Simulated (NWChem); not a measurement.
SiH$_{3}$OF; SMILES O[SiH2]F

```xyz
6

Si    -0.4548     0.0188     0.0010
O      0.4607    -1.3526    -0.0714
F      0.4705     1.3390    -0.0219
H     -1.2987     0.0012    -1.2099
H     -1.2440     0.0821     1.2577
H      0.9899    -1.5765     0.7066
```
Atoms are numbered in this order, from 1.

Structure relaxed at the B3LYP/6-31G* (spherical d) level.

Q: List the 6 lowest vertical singlet excitations and the 6 lowest triplet ones from BHandHLYP/def2-SVP, TDA (NWChem).

A: 
```tsv
state	energy (eV)	oscillator strength	leading excitation (squared amplitude)
S1	9.04	0.017	HOMO → LUMO (0.67)
S2	9.60	0.016	HOMO−1 → LUMO (0.61)
S3	9.68	0.006	HOMO → LUMO+1 (0.92)
S4	10.58	0.083	HOMO−2 → LUMO (0.62)
S5	10.98	0.062	HOMO−1 → LUMO+1 (0.64)
S6	11.24	0.013	HOMO−2 → LUMO+1 (0.88)
T1	8.42	spin-forbidden	HOMO → LUMO (0.54)
T2	8.93	spin-forbidden	HOMO−1 → LUMO (0.43)
T3	9.08	spin-forbidden	HOMO → LUMO+1 (0.79)
T4	9.42	spin-forbidden	HOMO → LUMO+2 (0.59)
T5	9.98	spin-forbidden	HOMO−1 → LUMO+1 (0.50)
T6	10.04	spin-forbidden	HOMO−1 → LUMO+1 (0.42)
```
